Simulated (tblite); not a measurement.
CH₇F₃Si₃.
Numbering: `[F:1][C:2]([F:3])([F:4])[SiH:5]([SiH3:6])[SiH3:7]` (hydrogens: H8 on Si5; H9, H10, H11 on Si6; H12, H13, H14 on Si7)

Computed with GFN2-xTB (tblite), gas phase: L-BFGS steps from a force-field or distance-geometry start until the largest atomic force falls under 0.01 eV/Å.

Step 4: E = -682.3211 eV
```
atom  x, y, z in Å  |  force x, y, z in eV/Å
F1      1.5528   -2.1739    0.8432    0.089   0.170   0.001
C2      1.4583   -0.8293    0.7309    0.049  -0.023  -0.039
F3      1.0678   -0.3844    1.9582    0.057  -0.081  -0.288
F4      2.7153   -0.3601    0.5550   -0.115  -0.153   0.062
Si5     0.2157   -0.2467   -0.6662    0.020   0.001   0.200
Si6     0.2232    2.0399   -0.4821    0.027  -0.006  -0.054
Si7    -1.8080   -1.0926    0.0116    0.044  -0.027  -0.107
H8      0.7373   -0.7722   -1.9287    0.217  -0.142   0.060
H9     -0.2112    2.4361    0.8501   -0.009   0.132   0.089
H10    -0.7617    2.4839   -1.4590   -0.077   0.207  -0.074
H11     1.5235    2.5936   -0.7879    0.230   0.301  -0.032
H12    -1.8036   -2.5377    0.0176   -0.177  -0.346   0.073
H13    -2.1625   -0.5630    1.3187   -0.117  -0.011   0.143
H14    -2.7474   -0.5939   -0.9837   -0.237  -0.023  -0.034
```

Step 5: E = -682.3430 eV
```
atom  x, y, z in Å  |  force x, y, z in eV/Å
F1      1.5637   -2.1712    0.8506   -0.011   0.044  -0.128
C2      1.4582   -0.8302    0.7204    0.117  -0.064   0.082
F3      1.0746   -0.3904    1.9483   -0.102   0.044  -0.151
F4      2.7190   -0.3696    0.5650   -0.055  -0.035  -0.107
Si5     0.2005   -0.2383   -0.6699    0.256  -0.134   0.108
Si6     0.2271    2.0536   -0.4846    0.079  -0.044  -0.060
Si7    -1.8185   -1.1018    0.0110    0.083  -0.069  -0.069
H8      0.7543   -0.7834   -1.9255    0.093  -0.039   0.212
H9     -0.2106    2.4422    0.8508    0.006   0.130   0.060
H10    -0.7633    2.4932   -1.4600   -0.057   0.217  -0.066
H11     1.5329    2.6102   -0.7887    0.117   0.243  -0.010
H12    -1.8146   -2.5526    0.0222   -0.170  -0.220   0.063
H13    -2.1674   -0.5659    1.3203   -0.107  -0.036   0.100
H14    -2.7567   -0.5962   -0.9821   -0.249  -0.037  -0.037
```

Step 6: E = -682.3569 eV
```
atom  x, y, z in Å  |  force x, y, z in eV/Å
F1      1.5703   -2.1691    0.8528   -0.059  -0.092  -0.175
C2      1.4595   -0.8316    0.7145    0.118  -0.070   0.103
F3      1.0768   -0.3931    1.9395   -0.187   0.122  -0.011
F4      2.7206   -0.3760    0.5691    0.041   0.053  -0.192
Si5     0.1966   -0.2359   -0.6691    0.306  -0.161   0.037
Si6     0.2309    2.0612   -0.4873    0.094  -0.017  -0.052
Si7    -1.8234   -1.1087    0.0093    0.047  -0.095  -0.023
H8      0.7668   -0.7912   -1.9197    0.035   0.007   0.264
H9     -0.2100    2.4485    0.8523    0.034   0.108  -0.012
H10    -0.7653    2.5032   -1.4618    0.000   0.191  -0.021
H11     1.5410    2.6253   -0.7894    0.004   0.183   0.012
H12    -1.8247   -2.5661    0.0263   -0.160  -0.085   0.054
H13    -2.1724   -0.5685    1.3232   -0.079  -0.076   0.009
H14    -2.7673   -0.5985   -0.9818   -0.194  -0.069   0.006
```

Step 7: E = -682.3732 eV
```
atom  x, y, z in Å  |  force x, y, z in eV/Å
F1      1.5765   -2.1685    0.8515   -0.087  -0.211  -0.177
C2      1.4628   -0.8343    0.7094    0.089  -0.054   0.091
F3      1.0754   -0.3937    1.9289   -0.214   0.159   0.123
F4      2.7232   -0.3823    0.5696    0.136   0.124  -0.226
Si5     0.1989   -0.2365   -0.6656    0.229  -0.115  -0.022
Si6     0.2369    2.0691   -0.4915    0.078   0.027  -0.034
Si7    -1.8276   -1.1181    0.0065   -0.016  -0.095   0.020
H8      0.7820   -0.8002   -1.9080    0.007   0.026   0.252
H9     -0.2085    2.4581    0.8536    0.075   0.069  -0.118
H10    -0.7675    2.5188   -1.4642    0.091   0.134   0.050
H11     1.5506    2.6466   -0.7900   -0.123   0.108   0.034
H12    -1.8398   -2.5836    0.0321   -0.142   0.074   0.038
H13    -2.1800   -0.5731    1.3267   -0.036  -0.128  -0.113
H14    -2.7835   -0.6026   -0.9812   -0.087  -0.118   0.082
```

Question: Estimate the geometry and energy of step 8. (The exact step hangs on the optimiser's Hessian estimate; all steps are aligned on step 7, rigid shifts and turns removed.)

Answer: E = -682.3878 eV, largest force 0.267 eV/Å
```
atom  x, y, z in Å  |  force x, y, z in eV/Å
F1      1.5805   -2.1714    0.8467   -0.084  -0.215  -0.131
C2      1.4677   -0.8377    0.7066    0.046  -0.025   0.068
F3      1.0701   -0.3915    1.9207   -0.147   0.121   0.161
F4      2.7275   -0.3860    0.5657    0.143   0.131  -0.183
Si5     0.2055   -0.2393   -0.6614    0.065  -0.023  -0.032
Si6     0.2436    2.0762   -0.4961    0.043   0.042  -0.015
Si7    -1.8313   -1.1281    0.0039   -0.048  -0.062   0.032
H8      0.7966   -0.8084   -1.8928    0.015   0.011   0.174
H9     -0.2057    2.4685    0.8526    0.105   0.034  -0.191
H10    -0.7677    2.5361   -1.4656    0.166   0.076   0.103
H11     1.5575    2.6689   -0.7899   -0.199   0.050   0.043
H12    -1.8568   -2.5990    0.0383   -0.119   0.178   0.021
H13    -2.1878   -0.5800    1.3279   -0.001  -0.159  -0.190
H14    -2.8005   -0.6090   -0.9789    0.016  -0.158   0.140
```

The energy changes by -0.0146 eV. The first-order estimate −F·Δx gives -0.0200 eV and the mean of the old and new forces, exact on a quadratic surface, -0.0146 eV. The step makes an angle of 62° with the force vector and moves no atom by more than 0.024 Å.

The cost below is that of the whole relaxation. Hardware: one thread, Arm Neoverse N1 (aarch64), shared host. Cost: 0.75 s of wall time.
